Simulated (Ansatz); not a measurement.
`O[SiH][SiH](O)Cl` radical. The species carries charge 0 and has multiplicity 2. The geometry is a stationary point of PBE0-D4/def2-TZVP. It is one conformer, not always the lowest.

```xyz
9

O     0.189   -1.543    1.802
Si    0.813   -1.045    0.352
Si   -0.390    0.837   -0.327
O     0.375    1.343   -1.687
Cl   -0.280    2.256    1.166
H     0.377   -2.440    2.081
H     0.758   -2.163   -0.645
H    -1.847    0.670   -0.576
H     0.004    2.085   -2.167
```

**Question.** What is the dipole moment at r2SCAN/def2-TZVPP? (Estimate.)

**Answer.** The calculation gave: 1.70 D, with components (-0.27, -1.36, -0.98) D in this frame, pointing from negative to positive charge.

**Question.** And with PBE, B3LYP, ωB97M-V? (An estimate is asked.)

**Answer.** Ansatz gave: PBE 1.64 D, B3LYP 1.73 D, ωB97M-V 1.71 D.

**Question.** Give the Mulliken charges with r2SCAN, PBE, ωB97M-V in def2-TZVPP. (An estimate is asked.)

**Answer.** The calculation gave: 
```
atom  r2SCAN    PBE  ωB97M-V
  O1   -0.39  -0.32    -0.34
 Si2    0.28   0.20     0.21
 Si3    0.55   0.45     0.45
  O4   -0.40  -0.34    -0.37
 Cl5   -0.26  -0.23    -0.22
  H6    0.20   0.19     0.18
  H7   -0.08  -0.07    -0.04
  H8   -0.10  -0.08    -0.05
  H9    0.20   0.19     0.18
```

B3LYP here is the variant with VWN-RPA as its local correlation; programs differ in this.
